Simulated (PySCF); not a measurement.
B(vinyl)(OH)(OMe) (C3H7BO2), SMILES C(B(O)OC)=C. Atoms are numbered in the order given.

```xyz
13

B     -0.0104     0.2789     0.6345
C      0.8136     1.0266    -0.4709
C      0.6356     0.9591    -1.7965
H      1.5680     1.7342    -0.1028
H      1.2207     1.5706    -2.4920
H     -0.1169     0.3107    -2.2567
O     -0.1272     0.9050     1.8382
H     -0.6451     0.3695     2.4505
O     -0.6118    -0.9406     0.5221
C     -0.5328    -1.8061    -0.5735
H     -0.6703    -2.8373    -0.2147
H     -1.3300    -1.5952    -1.3068
H      0.4396    -1.7402    -1.0878
```
Charge 0, spin multiplicity 1.

Geometry: PBE0-D3(BJ)/def2-SVP. One conformer was computed; it need not be the lowest.

Method: PySCF with B3LYP/pcSseg-1.

GIAO shieldings, no solvent; atoms listed in one row are averaged. δ = σ(ref) − σ: ¹¹B against BF3 (σ = 86.3 ppm); ¹³C against TMS (σ = 181.3 ppm); ¹H against TMS (σ = 31.68 ppm); ¹⁷O against H2O (σ = 333.8 ppm), references at their B3LYP-D3(BJ)/def2-TZVP geometries, non-relativistic.

| nucleus | atoms | count | δ (ppm) |
|---|---|---|---|
| ¹¹B | B1 | 1 | 14.2 |
| ¹³C | C3 | 1 | 145.1 |
| ¹³C | C2 | 1 | 142.6 |
| ¹³C | C10 | 1 | 57.7 |
| ¹H | H5 | 1 | 6.49 |
| ¹H | H4 | 1 | 6.37 |
| ¹H | H6 | 1 | 6.27 |
| ¹H | H11, H12, H13 | 3 | 4.14 |
| ¹H | H8 | 1 | 3.88 |
| ¹⁷O | O7 | 1 | 129.6 |
| ¹⁷O | O9 | 1 | 103.1 |
